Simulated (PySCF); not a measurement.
Write Cartesian coordinates for `COC1=CC=C(S)C=C1` (4-methoxybenzenethiol) as optimised with PBE0-D3(BJ)/def2-SVP.

```xyz
17
C7H8OS angstrom
C     -2.6425   -0.8095   -0.2215
O     -1.9626    0.4099   -0.1457
C     -0.6202    0.3945   -0.0037
C      0.0121    1.6431    0.0706
C      1.3871    1.7293    0.2168
C      2.1755    0.5707    0.2933
S      3.9241    0.7674    0.4794
C      1.5425   -0.6698    0.2185
C      0.1574   -0.7640    0.0714
H     -3.7083   -0.5712   -0.3300
H     -2.5051   -1.4160    0.6918
H     -2.3216   -1.4074   -1.0935
H     -0.6052    2.5414    0.0106
H      1.8597    2.7131    0.2729
H      4.2264   -0.5463    0.5108
H      2.1296   -1.5899    0.2748
H     -0.2991   -1.7527    0.0170
```

Orientation and origin are arbitrary. Atoms count from 1 in this order. The 6-membered ring C3–C4–C5–C6–C8–C9 has internal angles of 118.5° to 121.1° (sum 720°, against 720° for a flat polygon); it is planar, 0.00 Å rms from its mean plane, widest ring torsion 0°. The C–O distances run from 1.350 Å (O2–C3, drawn single) to 1.398 Å (C1–O2, drawn single), a spread of 0.048 Å. The 9 heavy atoms lie in one plane (0.001 Å rms). Of the pairs four or more bonds apart, C1···H17 is among the closest relative to their van der Waals radii: 2.54 Å, 87 % of the sum of Bondi's values.

Bonds between heavy atoms (Å): C1–O2 1.398, O2–C3 1.350, C3–C4 1.402, C4–C5 1.385, C5–C6 1.403, C6–S7 1.769, C6–C8 1.395, C8–C9 1.396, C3–C9 1.397.

Method used: PySCF 2.14.0, PBE0-D3(BJ)/def2-SVP geometry optimisation, gas phase.

Point group: Cs (tolerance 0.08 Å). Stationary, but not proved a minimum. The numbers are those of one conformer (C1–O2–C3–C4 180°, C5–C6–S7–H 180°).
